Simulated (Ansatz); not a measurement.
Input and output for BH₄OSSi, SMILES `[SiH3]O[B]S` radical.

```yaml
crystal:
  periodic: [false, false, false]
  atoms:
    - {symbol: Si, position_ang: [-0.896738, 1.222310, 0.197275]}
    - {symbol: O, position_ang: [0.326668, 0.229484, -0.338290]}
    - {symbol: B, position_ang: [0.609863, -1.041714, -0.050558]}
    - {symbol: S, position_ang: [2.000371, -1.927780, -0.762738]}
    - {symbol: H, position_ang: [-0.669340, 2.536829, -0.442230]}
    - {symbol: H, position_ang: [-0.830505, 1.341040, 1.673296]}
    - {symbol: H, position_ang: [-2.205833, 0.661686, -0.213929]}
    - {symbol: H, position_ang: [1.757615, -3.078956, -0.118625]}
basis:
  gaussian: {orbitals: "6-311G**"}
magnetization: {spin_polarized: true, initial_magnetization: 1}
hamiltonian: {xc: {name: BHLYP}, dispersion: d3bjatm}
accuracy: high
```

```sh
$ ansatz run in.yaml --threads 4 --pin off --events-out ev --progress --plain --max-ram 10444MiB
```

Shortened log:

```
Error: <dir> can't be read: No such file or directory (os error 2)
```
